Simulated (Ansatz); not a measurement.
Coupled-cluster diagnostics for the cluster Na₃Cl₃⁺, Ansatz.

Geometry of the doublet (B3LYP-D4/def2-SVP):

Cartesian coordinates in Å:
```
Na -2.518 -2.238 0.565
Na 1.431 1.042 1.747
Na 0.704 0.859 -2.226
Cl -0.618 -0.704 1.525
Cl 2.101 1.873 -0.471
Cl -1.100 -0.833 -1.139
```

Correlated methods freeze 18 core orbitals; core or outer-core shells of Na are correlated, in sets that lack core-valence functions. In the doublet, Cl4 and Cl6 lie 2.71 Å apart (atoms count from 1), so these atoms are partly bonded to each other. Another isomer (doublet) lies 0.23 eV lower at PBE0-D4/def2-TZVP; other spin states weren't run for this one.

(1) Estimate the CCSD(T) correlation energy, the shares of MP2 and (T), T1 and the reference's ⟨S²⟩ for: charge 1, doublet, own geometry in def2-SVP; and the rough time on 4 threads of Intel Xeon on a shared host.

Answers

(1) 
```csv
state,basis,correlation (eV),MP2 share (%),(T) share (%),T1,⟨S²⟩ (pure),wall time,remarks
"charge 1, doublet, own geometry",def2-SVP,-12.503,90.1,1.7,0.006,0.76 (0.75),47 s,flagged by the program
```
Customary marks for T1 are 0.02 (closed shells), 0.045 (open shells) and about 0.05 (3d metals). T1 stays under 0.02 throughout.
